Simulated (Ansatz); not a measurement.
The molecule TiF+, multiplicity 3 (lowest of 2S+1 = 1, 3, 5, 7 at CCSD(T)/def2-TZVPP on PBE0 minima; our sources give no spin for the ground state, which may be another). No spin–orbit coupling. Ti is treated without relativity.

Constants: fifth-degree fit in 1/R to seven points, most abundant isotopes. In def2 and cc sets the state is the lowest found near the PBE0 minimum, followed along R.

Codes used: Ansatz (Gaussian basis) for Hartree–Fock, density functionals and correlated methods. 

Energies at PBE/def2-TZVPP:

```json
[
 {"R (Å)": "1.617545", "E (hartree)": "-948.75475453"},
 {"R (Å)": "1.661027", "E (hartree)": "-948.76057793"},
 {"R (Å)": "1.701031", "E (hartree)": "-948.76337288"},
 {"R (Å)": "1.746253", "E (hartree)": "-948.76412291"},
 {"R (Å)": "1.791474", "E (hartree)": "-948.76281537"},
 {"R (Å)": "1.843653", "E (hartree)": "-948.75930993"},
 {"R (Å)": "1.904528", "E (hartree)": "-948.75319154"}
]
```

With a reduced mass of 13.6069 u, find the minimum, the force constant and the constants.

A fifth-degree polynomial in 1/R puts the minimum at r_e = 1.7385 Å with force constant 455 N/m. Then ω_e = (1/2πc)√(k/μ) = 753 cm⁻¹ and B_e = h/(8π²cμr_e²) = 0.4099 cm⁻¹; the cubic and quartic terms give α_e = 0.0026 and ω_e x_e = 3.4 cm⁻¹.

Ansatz is an electronic-structure program.
